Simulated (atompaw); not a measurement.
## lithium (Li) PAW (atompaw): all-electron and pseudo phase curves

```json
{
 "Element": "lithium (Li)",
 "Generator": "atompaw 4.2.0.5",
 "Type": "PAW",
 "Functional": "PBE",
 "Relativity": "scalar-relativistic",
 "Frozen core": "[He]",
 "Valence charge": "1",
 "Reference configuration": "2s1 2p0",
 "Partial waves": "2s (bound): rc 3.00 bohr; 2s channel at 0.85 Ry: rc 3.00 bohr; 2p (bound, empty): rc 3.00 bohr; 2p channel at 1.6 Ry: rc 3.00 bohr",
 "Local potential": "troulliermartins scheme with l = 2 at 0.5 Ry, radius 2.85 bohr",
 "Core correction": "smooth core density matched at 2.50 bohr",
 "Augmentation charge": "gaussian compensation charge, radius 2.90 bohr; PAW radius 3.00 bohr; waves and projectors: custom polynom2 7 10 vanderbiltortho"
}
```

The phase is arctan(r·u′/u) with u = r·R(r), unwrapped; energies in Ry, scanned from -2 to 5 Ry. A pole is an energy at which the radial function vanishes at the test radius. The pseudo phase is shifted by a multiple of π to meet the all-electron one at the reference energy, and phase errors are pseudo minus all-electron; the curves can meet again beyond the range given. Levels narrower than the energy grid can be missing from the lists of poles.

```tsv
channel	radius (bohr)	reference energy (Ry)	poles, all-electron	poles, pseudo	unbroken range about the reference energy with phases within 0.05 rad	phase error 1 Ry above the reference energy (rad)
s	3.00	-0.21	1.01	1.01, 4.09	below 2.3	-0.000
p	3.00	-0.08	0.94, 4.67	0.95	below 2.3	+0.001
```

Phases in the s channel:

```tsv
E (Ry)	all-electron	pseudo
-2.00	1.302	1.301
-1.52	1.248	1.247
-1.04	1.145	1.145
-0.56	0.863	0.863
-0.08	-0.397	-0.397
0.40	-1.313	-1.313
0.88	-1.536	-1.536
1.36	-1.651	-1.651
1.84	-1.756	-1.761
2.32	-1.920	-1.963
2.80	-2.418	-3.032
3.28	-3.895	-4.395
3.76	-4.400	-4.630
4.24	-4.551	-4.744
4.72	-4.625	-4.858
```
